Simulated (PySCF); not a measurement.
# Vertical excitation energies

C6H4NS (charge +1).
SMILES: `N#Cc1cccc[s+]1`

Theory: TDDFT CAM-B3LYP/def2-SVPD, vertical, gas phase, core orbitals frozen in the response (PySCF 2.14.0, density-fitted response routines). Isolated species at its GFN2-xTB geometry, gas phase.

```
state  E (eV)  E (kJ/mol)  λ (nm)       f  symmetry  main configurations (H = HOMO, L = LUMO)
   S1    4.41         426   281.1   0.161        A′                                 H→L (92%)
   S2    5.06         489   244.8  0.0006         –                               H-2→L (90%)
   S3    5.27         508   235.3   0.045        A′                  H-1→L (74%), H→L+1 (21%)
   S4    6.02         581   206.0  0.0002         –                  H-3→L (67%), H-5→L (21%)
   S5    6.10         588   203.3  0.0089        A″                  H-5→L (73%), H-3→L (18%)
   S6    6.21         599   199.7   0.249        A′   H-4→L (43%), H-1→L+1 (20%), H→L+1 (18%)
   S7    6.44         621   192.6   0.204        A′     H→L+1 (56%), H-4→L (23%), H-1→L (12%)
   S8    6.51         628   190.4  0.0007         –                               H-6→L (86%)
```

Triplets, Tamm–Dancoff:

```tsv
state	E (eV)	λ (nm)	main configurations (H = HOMO, L = LUMO)
T1	3.05	406.5	H→L (92%)
T2	3.56	347.9	H-1→L (92%)
T3	4.28	289.9	H→L+1 (78%)
```

The lowest singlet comes at 281 nm (426 kJ/mol) in the ultraviolet; it is strong; its leading configuration is HOMO→LUMO (92%). The most intense listed level is S6 at 6.21 eV (200 nm, f = 0.249), 1.80 eV above S1. Löwdin shares by element: HOMO carbon 43% or more, nitrogen 22% (atoms not listed hold the other 34%); LUMO carbon 51% or more, sulfur 24% (atoms not listed hold the other 25%). Of the 8 states listed, 4 reach f = 0.01 and 1 stays under 0.0005. The listed states span 2.10 eV, and the widest gap between neighbours is 0.75 eV (S3 to S4). Weighted by f, the mean energy of these states is 5.78 eV. Symmetry labels in Cs follow from the direction of the transition dipole and are given only for states with f of 0.002 or more. Singlets were solved by full linear response, triplets in the Tamm–Dancoff approximation.

The run took 71 s on one thread, AMD EPYC (x86_64), shared host, and the process peaked at 0.91 GiB of memory.
